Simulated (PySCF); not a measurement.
**Computed properties of SrF, SMILES [F][Sr+], charge +1**

SrF, SMILES [F][Sr+], charge +1. The structure is a stationary point at B3LYP-D3(BJ)/def2-TZVPD. The multiplicity is an assumed one; other spin states were not compared. The def2 effective core potentials stand for the cores of Sr; spin–orbit coupling is left out. The values are those of a single conformer. All values are computed for the isolated molecule unless a solvent is named; none is compared with measurement here.

**Structure.** The optimised structure has C∞v symmetry. All 1 harmonic modes at B3LYP-D3(BJ)/def2-TZVPD (PySCF) are real, so it is a minimum.

**Vibrations.** The strongest infrared lines (harmonic, unscaled, degenerate partners summed) lie at 573 cm⁻¹ (132 km/mol, F 82 %, Sr 18 %). The softest mode is at 573 cm⁻¹ and the zero-point energy is 0.8 kcal/mol.

**Electronic structure.** PBE0/def2-TZVPD (PySCF) places the frontier levels at -14.38 and -6.79 eV, a gap of 7.59 eV and a mean polarisability of 15.9 bohr³. PBE/def2-TZVPD (PySCF) at the same geometry gives -12.66 and -7.49 eV, so its gap is 2.42 eV narrower. An orbital gap is neither the optical nor the fundamental gap.

**Excitations.** TDA-CAM-B3LYP/def2-TZVPD (PySCF) has S1 at 6.41 eV (193 nm, f = 0.007, weak); the most intense of the 10 singlets computed lies at 6.44 eV (f = 0.02). Strengths of degenerate partners are summed. T1 (TDA) is at 6.35 eV, 0.06 eV under S1. TDA-PBE/def2-TZVPD (PySCF) puts S1 at 5.17 eV. No vertical singlet excitation falls in the visible range (under 3.1 eV).
